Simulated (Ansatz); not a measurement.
Abridged output of a molecular run in Ansatz:

```
Functional definition: HF
1804 factors; integrals over basis functions are off by at most 9.7e-4 eV
mean field evaluation 1: about -19874.9882 eV, gradient 5.1e1 eV
mean field evaluation 2: about -19875.2376 eV, gradient 5.1e1 eV
mean field evaluation 4: about -19881.0418 eV, gradient 4.2e0 eV
mean field evaluation 8: about -19881.1165 eV, gradient 2.4e-1 eV
mean field evaluation 16: about -19881.1168 eV, gradient 2.4e-6 eV
mean field -19881.11675179 eV, -730.6175647234 hartree, gradient 2.4e-6 eV, S^2 0.000000; 0 other end points of the search recorded, 0 dependent functions left out
13 core orbitals not correlated: weight in the atoms' cores, before any rotation towards them, 1.000 or more for the frozen orbitals, at most 0.000 for the correlated occupied ones
reference -19881.11675179 eV, -730.6175647234 hartree; 16, 16 occupied and 288, 288 virtual orbitals, 1804 factors
second order -23.50039477 eV of doubles, -0.00000000 eV of singles
cycle   1  -24.41919074 eV  change   -9.2e-1 eV  update   9.7e-2
cycle   2  -25.02097373 eV  change   -6.0e-1 eV  update   2.8e-2
cycle   3  -25.10710816 eV  change   -8.6e-2 eV  update   1.2e-2
cycle   4  -25.09881102 eV  change    8.3e-3 eV  update   2.8e-3
cycle   5  -25.09876957 eV  change    4.1e-5 eV  update   1.2e-3
cycle   6  -25.09881948 eV  change   -5.0e-5 eV  update   3.3e-4
cycle   7  -25.09867130 eV  change    1.5e-4 eV  update   1.2e-4
cycle   8  -25.09867140 eV  change   -1.0e-7 eV  update   4.5e-5
cycle   9  -25.09867849 eV  change   -7.1e-6 eV  update   1.6e-5
perturbative correction -0.93984287 eV, -0.0345385884 hartree
Total energy: -19907.15527315 eV, -731.5744627340 hartree
```

Its atoms:

Z-matrix (Å, degrees):
```
Si
C 1 1.870
N 1 1.718 2 110.5
H 1 1.497 2 106.7 3 125.4
H 1 1.490 2 111.5 3 -117.9
Si 2 1.866 1 112.9 3 -45.1
H 2 1.095 1 109.0 3 -167.5
H 2 1.095 1 109.5 3 75.5
H 3 1.009 1 117.5 2 68.2
H 3 1.006 1 119.8 2 -150.3
N 6 1.735 2 108.4 1 -28.4
H 6 1.486 2 111.8 1 87.7
H 6 1.496 2 109.6 1 -153.6
H 11 1.009 6 118.0 2 168.7
H 11 1.010 6 118.3 2 -55.6
```

(1) Which basis set was used?
A. def2-SVP
B. cc-pV(Q+d)Z
C. def2-TZVPPD
D. def2-TZVPP

(2) Write the keys of the input that set method, charge and spin (a neutral closed shell needs none for the last two).

Results:

(1) D. It gives 317 functions.

(2) 
```yaml
correlation: {method: ccsd_t}
```
